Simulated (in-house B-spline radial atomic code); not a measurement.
Re. Computed with a B-spline radial atomic code. Model: non-relativistic spherical atom: semilocal Troullier-Martins pseudo-atom, one channel per l, against all electrons, high spin, G0W0 and RPA with empty states to l = 8, local potential for every l without a channel, a model core (radius 0 = none) keeps its share of the functional.

The core holds an angular momentum without a channel of its own, so the local potential lets valence electrons into it.

Without relativity these are model numbers for so heavy an element.

What the tables leave out is listed at the end.

The pseudopotential gives back the lowest level of each angular momentum of its own functional in the configuration it was made in; a second state of the same l is only approximately right. Exact exchange, RPA and GW see the smooth pseudo-orbitals and miss the exchange with the core, for which the functional's share stands in. The column with an uncorrelated core keeps all orbitals and exact exchange, and so separates missing core correlation from pseudisation. Only the three outermost levels and the lowest empty one were computed. RPA here is direct RPA, with no exchange kernel, and its energies carry an (l + 1/2)⁻⁴ tail. A hybrid on a potential with a model core restores only its own semilocal share of the core's exchange.

Command:
```bash
python run_psgw.py task.json out
```
Settings (lengths in bohr, energies in hartree):
```
Z                      75
electrons              75
configuration          [Xe] 4f14 5d5 6s2
generated_in           [Xe] 4f14 5d5 6s2
functional             lda,vwn
core_shells            11
radius_factor          0.9
core_correction        True
ion_configuration      [Xe] 4f14 5d5 6s1
```

Time taken, with all properties: 110 s on 1 thread of Arm Neoverse N1, with other jobs on the host.

Given: made with LDA VWN5; model core radius 0.928 bohr; local radius 1.217 bohr; mean-field start PBE0.

Valence shells of the generating configuration: 5p, 5d, 6s.

Channel: s 2.56, p 0.98, d 1.249 (radii in bohr).

Computed: largest level miss in the spin-unpolarised generating configuration 0 eV; valence RPA correlation energy all-electron orbitals -0.59287 hartree; all-electron RPA polarisability, core included 61.673 bohr³; pseudo-atom RPA polarisability 57.414 bohr³; ionisation by mean-field pseudo minus all 0.08 eV; ionisation by RPA all-electron 6.9973 eV; ionisation by RPA pseudo minus all 0.249 eV.

```json
{"level": "6s down", "occupied": "1", "mean-field all-electron (eV)": "-4.6638", "mean-field pseudo minus all (eV)": "-0.044", "G0W0 all-electron (eV)": "-6.9006", "G0W0 uncorrelated core minus all (eV)": "0.047", "G0W0 pseudo minus all (eV)": "-0.29", "exchange self-energy all-electron (eV)": "-8.0274", "exchange self-energy pseudo (eV)": "-7.8253"}
{"level": "6s up", "occupied": "1", "mean-field all-electron (eV)": "-5.9815", "mean-field pseudo minus all (eV)": "-0.437", "G0W0 all-electron (eV)": "-8.2811", "G0W0 uncorrelated core minus all (eV)": "0.055", "G0W0 pseudo minus all (eV)": "-0.851", "exchange self-energy all-electron (eV)": "-10.999", "exchange self-energy pseudo (eV)": "-12.109"}
```

Q: What is the ionisation by mean-field all-electron?

A: 6.4687 eV.

Q: What is the valence RPA correlation energy pseudo?

A: -0.782 hartree.

Among the listed levels the largest G0W0 shift of the pseudo-atom is -0.85 eV, for 6s up on the PBE0 start, while leaving the core uncorrelated moves that level by +0.06 eV. So pseudisation and the lost core exchange, not the missing core correlation, make the error. Not in the tables (levels of low weight, unsolved or above zero; the highest and the empty levels are kept at any weight): the LDA start was refused, since an empty level lay at or below an occupied one; on PBE0 the G0W0 levels 5d up (pseudo minus all +0.39 eV, weights 0.55 and 0.61), 5d down (pseudo minus all -0.29 eV, weights 0.44 and 0.55); no Hartree-Fock pseudo-atom is run with a model core.
